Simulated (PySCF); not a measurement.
# Two-dimensional NMR puzzle

Compound of formula C7H16Si. Correlations simulated from computed shifts and the bond graph:

HSQC (one-bond C–H):
```csv
δH,δC
2.31,25.1
2.21,25.1
2.07,45.0
1.38,3.6
1.11,3.6
0.90,30.0
```

COSY cross peaks (H two or three bonds apart, from the bond graph; peaks can be absent where the dihedral angle is near 90°):
```csv
δH,δH
4.80,4.69
4.80,2.07
4.80,1.38
4.80,1.11
4.69,2.07
4.69,1.38
4.69,1.11
2.31,2.21
2.31,2.07
2.31,1.38
2.31,1.11
2.21,2.07
2.21,1.38
2.21,1.11
1.38,1.11
```

HMBC (two and three bonds, from the bond graph):
```csv
δH,δC
4.80,"45.0, 33.4, 25.1, 3.6"
4.69,"45.0, 33.4, 25.1, 3.6"
2.31,"45.0, 33.4, 3.6"
2.21,"45.0, 33.4, 3.6"
2.07,"33.4, 30.0, 25.1, 3.6"
1.38,"45.0, 25.1"
1.11,"45.0, 25.1"
0.90,"45.0, 33.4, 30.0"
```

Carbons without hydrogens: δ 33.4.

- coordinates at the GFN2-xTB level
- shieldings: GIAO PBE0/pcSseg-1
- program: PySCF
- one computed conformer, one averaged value for each set of equivalent atoms, gas phase, no relativistic terms

Chemical shifts δ = σref − σ; ¹H (σ = 31.72 ppm), ¹³C (σ = 186.93 ppm) vs TMS, all at this level.

Exchangeable hydrogens are left out of these lists.

Assemble the structure.

Answers

SMILES CC(C)(C)[C@H]1CC[SiH2]1.

Atoms are numbered as in `[CH3:1][C:2]([CH3:3])([CH3:4])[C@H:5]1[CH2:6][CH2:7][SiH2:8]1`. Each H is labelled by its parent atom. Ha(C6), Ha(C7), Ha(Si8) are cis to C2 on the ring; Hb(C6), Hb(C7), Hb(Si8) are trans to C2 on the ring.

- δC 45.0 is C5, an sp3 CH bonded to Si (δH 2.07).
- δC 33.4 is C2, a quaternary sp3 carbon.
- δC 30.0 is C1/C3/C4, a methyl carbon (δH 0.90).
- δC 25.1 is C6, an sp3 CH2 in a ring (δH 2.31, 2.21).
- δC 3.6 is C7, an sp3 CH2 bonded to Si (δH 1.11, 1.38).
- HMBC from δH 4.80 reaches the proton-free carbon C2.
- HMBC from δH 4.69 reaches the proton-free carbon C2.
- HMBC from δH 2.31 reaches the proton-free carbon C2.
- HMBC from δH 2.21 reaches the proton-free carbon C2.
- COSY links 4.80–4.69, 4.80–2.07, 4.80–1.38, 4.80–1.11, 4.69–2.07, 4.69–1.38.

The shifts were computed for this structure.

Shifts are as computed. Against solution values, carbons near 30 ppm lie about +3 ppm off and those near 130 ppm about +5 ppm. Of 1211 compounds with measured shifts, 218 miss one by over three times the rms of a fit or turn the order of signals round; such compounds aren't used in these exercises.
